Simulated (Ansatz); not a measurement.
Coupled-cluster run, C2H8BGeN, SMILES `[BH2][GeH2][C](C)=N`.

```yaml
crystal:
  periodic: [false, false, false]
  atoms:
    - {symbol: B, position_ang: [-2.043592, 1.013159, -0.326002]}
    - {symbol: Ge, position_ang: [-0.796122, 0.057453, 0.993725]}
    - {symbol: C, position_ang: [1.023379, -0.109949, 0.183038]}
    - {symbol: C, position_ang: [1.147510, -0.950842, -1.047468]}
    - {symbol: N, position_ang: [2.046395, 0.462228, 0.658711]}
    - {symbol: H, position_ang: [-2.538045, 2.072882, -0.086657]}
    - {symbol: H, position_ang: [-2.255447, 0.514559, -1.391780]}
    - {symbol: H, position_ang: [-1.314565, -1.369777, 1.271722]}
    - {symbol: H, position_ang: [-0.585103, 0.775581, 2.341212]}
    - {symbol: H, position_ang: [0.493540, -0.572306, -1.839105]}
    - {symbol: H, position_ang: [0.828997, -1.977120, -0.841037]}
    - {symbol: H, position_ang: [2.180618, -0.953687, -1.398068]}
    - {symbol: H, position_ang: [1.833037, 1.003121, 1.496609]}
basis:
  gaussian: {orbitals: def2-TZVPP}
correlation: {method: ccsd_t}
```

```sh
$ ansatz run in.yaml --threads 2 --pin off --events-out ev --progress --plain --max-ram 32768MiB --backend cuda --devices 0, --max-vram 18GiB
```

Log, shortened:

```
Functional definition: HF
1699 factors; integrals over basis functions are off by at most 1.0e-3 eV
mean field evaluation 1: about -60810.2075 eV, gradient 3.8e1 eV
mean field evaluation 2: about -60810.4093 eV, gradient 3.8e1 eV
mean field evaluation 4: about -60814.5002 eV, gradient 5.2e0 eV
mean field evaluation 8: about -60814.6116 eV, gradient 4.5e-1 eV
mean field evaluation 16: about -60814.6136 eV, gradient 2.1e-6 eV
mean field -60814.61357976 eV, -2234.8958274307 hartree, gradient 2.1e-6 eV, S^2 0.000000; 0 other end points of the search recorded, 0 dependent functions left out
13 core orbitals not correlated: weight in the atoms' cores, before any rotation towards them, 1.000 or more for the frozen orbitals, at most 0.000 for the correlated occupied ones
reference -60814.61357976 eV, -2234.8958274307 hartree; 19, 19 occupied and 252, 252 virtual orbitals, 1699 factors
second order -24.43941523 eV of doubles, -0.00000000 eV of singles
cycle   1  -24.80502508 eV  change   -3.7e-1 eV  update   1.2e-1
cycle   2  -25.56969060 eV  change   -7.6e-1 eV  update   3.7e-2
cycle   3  -25.71070238 eV  change   -1.4e-1 eV  update   2.1e-2
cycle   4  -25.70030568 eV  change    1.0e-2 eV  update   6.5e-3
cycle   5  -25.69797298 eV  change    2.3e-3 eV  update   4.7e-3
cycle   6  -25.69948664 eV  change   -1.5e-3 eV  update   2.0e-3
cycle   7  -25.69914685 eV  change    3.4e-4 eV  update   1.1e-3
cycle   8  -25.69895898 eV  change    1.9e-4 eV  update   4.8e-4
cycle   9  -25.69912315 eV  change   -1.6e-4 eV  update   1.7e-4
cycle  10  -25.69913568 eV  change   -1.3e-5 eV  update   7.7e-5
cycle  11  -25.69907515 eV  change    6.1e-5 eV  update   3.4e-5
cycle  12  -25.69910453 eV  change   -2.9e-5 eV  update   1.8e-5
perturbative correction -1.07100712 eV, -0.0393587859 hartree
Total energy: -60841.38369142 eV, -2235.8796108885 hartree
```

Run time 24 s (2 threads of an AMD EPYC 7R13 on a shared host and a share of an NVIDIA H100 80 GB); peak host memory 1.2 GiB.

The correlation energy is -26.770 eV, 4.0 % of it from (T); the T1 diagnostic reads 0.0136.
